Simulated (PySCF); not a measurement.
Cu₂ and its ions

PBE; Cu def2-TZVPPD; no relativity (PySCF 2.14). Neutral (UKS): singlet (closed shell), Re = 2.263 Å, ωe = 255 cm⁻¹, De = 2.11 eV, HOMO -4.84 eV, LUMO -3.06 eV.

Cu₂⁺ (UKS): doublet (σ ↑), Re = 2.401 Å, ωe = 202 cm⁻¹, De = 2.16 eV to Cu⁺ (3d10) + Cu (3d10 4s1). The energies at the minima are -3280.56740 hartree for Cu2 and -3280.26931 for Cu₂⁺.

(1) Work out the adiabatic ionisation energy, without and with harmonic zero-point energies (1 hartree = 27.2114 eV, 1 eV = 8065.5 cm⁻¹), and the change of the bond length.

Cu₂⁻ (UKS): doublet (σ ↑), Re = 2.371 Å, ωe = 201 cm⁻¹, De = 1.88 eV to Cu (3d10 4s1) + Cu⁻ (3d10 4s2). The energies at the minima are -3280.56740 hartree for Cu2 and -3280.60086 for Cu₂⁻.

(2) Work out the adiabatic electron affinity, without and with harmonic zero-point energies (1 hartree = 27.2114 eV, 1 eV = 8065.5 cm⁻¹), and the change of the bond length.

Closed-shell solutions of metal pairs were not tested for spin polarisation, which can lower them a little. The highest Kohn–Sham level is positive in this anion. Much of that is self-interaction error, but it also means that the finite basis helps to hold the extra electron. The state is the lowest single determinant that the PBE0 search found; with open d or f shells the true ground state can be another one.

Results:

(1) At PBE: 0.29809 hartree = 8.111 eV between the minima; the zero-point term (202.0 − 255.0)/2 cm⁻¹ = -0.003 eV makes it 8.108 eV. Re changes by +13.8 pm against the neutral. Minus the HOMO energy is 4.84 eV, -3.27 eV from the value between the minima; self-interaction puts the Kohn–Sham level too high, less so with exact exchange. The electron leaves a σ orbital, and the longer bond of the ion fits a bonding orbital, or a change in how ionic the bond is.

(2) At PBE: 0.03346 hartree = 0.910 eV between the minima; the zero-point term (255.0 − 201.0)/2 cm⁻¹ = +0.003 eV makes it 0.914 eV. Re changes by +10.8 pm against the neutral. The electron enters a σ orbital, and the longer bond of the ion fits an antibonding orbital, or a change in how ionic the bond is.
